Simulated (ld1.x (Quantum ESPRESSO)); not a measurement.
## iron (Fe): excitation energies, all-electron against TM

```
Element                 : iron
Generator               : ld1.x (Quantum ESPRESSO) 7.5
Type                    : norm-conserving Troullier–Martins (Kleinman–Bylander form)
Functional              : PBE
Relativity              : non-relativistic
Frozen core             : [Ne] 3s2
Valence charge          : 14
Reference configuration : 3p6 3d6 4s2 4p0
Partial waves           : 3p (bound): rc 0.75 bohr; 3d (bound): rc 1.25 bohr; 4s (bound): rc 2.35 bohr
Local potential         : the s channel
Core correction         : a·sin(br)/r model core, default radius (core density twice the valence density)
```

Energies are relative to the spin-unpolarised reference configuration 3p6 3d6 4s2 4p0; without spin polarisation the order of configurations can differ from experiment. Not all tests gave a result: 1 of 7 tests not solved or not reliable.

```
valence configuration  charge  ΔE all-electron (eV)  error AE − PS (meV)
      3p6 3d6 4s1 4p0      +1                 8.600                 -5.5
      3p6 3d6 4s0 4p0      +2                24.593                  -40
      3p6 3d5 4s2 4p0      +1                14.528                 -259
      3p6 3d4 4s0 4p0      +4               112.419                -1144
      3p6 3d7 4s0 4p0      +1                 6.177                 -311
```

Q: What are ΔE and the potential's error for 3p6 3d6 4s0 4p2?

A: ΔE = 8.187 eV all-electron; the error (AE − PS) is -1532 meV.

These tests converged, but a pseudo level misses the all-electron one widely, so the file describes the atom poorly there or has found another state: 3p6 3d4 4s0 4p0: empty 4p by 4.6 eV (a node warning on the way).
